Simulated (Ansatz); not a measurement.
Frontier orbitals of C₂H₄ClFOSi, SMILES `F[C@H](Cl)[Si@@H]1CO1`.

```xyz
10

F     1.021   -0.714    2.268
C     1.177   -0.238    0.990
Cl    1.521    1.497    1.035
Si   -0.395   -0.585   -0.023
C    -0.958    0.541   -1.310
O    -1.604    0.539    0.021
H     2.064   -0.717    0.567
H    -0.765   -2.012    0.075
H    -1.628    0.219   -2.104
H    -0.434    1.471   -1.519
```

The species carries charge 0 and has multiplicity 1. Geometry: relaxed with PBE0-D4/def2-TZVP. It is one conformer, not always the lowest. Basis def2-TZVPP, Ansatz 0.2.0.

| functional | HOMO (eV) | LUMO (eV) | gap (eV) |
| --- | --- | --- | --- |
| PBE | -6.65 | -1.64 | 5.01 |
| revPBE | -6.58 | -1.54 | 5.04 |
| PBE0 | -7.95 | -0.77 | 7.18 |
| BHLYP | -9.16 | 0.11 | 9.27 |
| CAM-B3LYP | -9.34 | 0.24 | 9.58 |
| ωB97M-V | -10.21 | 1.04 | 11.25 |

A quarter of exact exchange (PBE0) shifts PBE's HOMO by −1.30 eV and its LUMO by +0.87 eV; full exchange at long range (ωB97M-V) shifts them by −3.56 and +2.68 eV. The gap opens from 5.01 to 11.24 eV, since occupied levels lose self-interaction and empty ones feel all the electrons. A positive LUMO is unbound and depends on the basis.
